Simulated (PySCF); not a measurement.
Radial density of W (tungsten, neutral)

r2SCAN, [Xe] 4f14 5d5 6s1, 6s spin antiparallel (an excited configuration). All numbers are calculated (PySCF 2.14, scalar relativity by spin-free X2C-1e, in ANO-RCC-VTZP).

```tsv
r (bohr)	4πr²ρ (e/bohr)	4πr²(ρα − ρβ)
0.0194	91.67	-0.0043
0.0326	100.3	-0.0056
0.0549	136.1	0.0394
0.0923	106.0	0.1830
0.155	124.4	0.0800
0.261	68.11	0.0267
0.439	75.72	0.2968
0.738	29.17	0.0265
1.24	12.48	2.4160
2.09	3.347	1.8988
3.51	0.8002	0.1944
5.91	0.09272	-0.0323
9.94	0.002251	-0.0020
```

Densities and radii are taken from the X2C orbitals without a picture-change correction, which distorts them close to the nucleus.

Spin-orbit coupling, which splits the p, d and f shells strongly at this Z, is absent. With the s spin flipped the determinant is a mixture of two multiplicities, not a spectroscopic state.
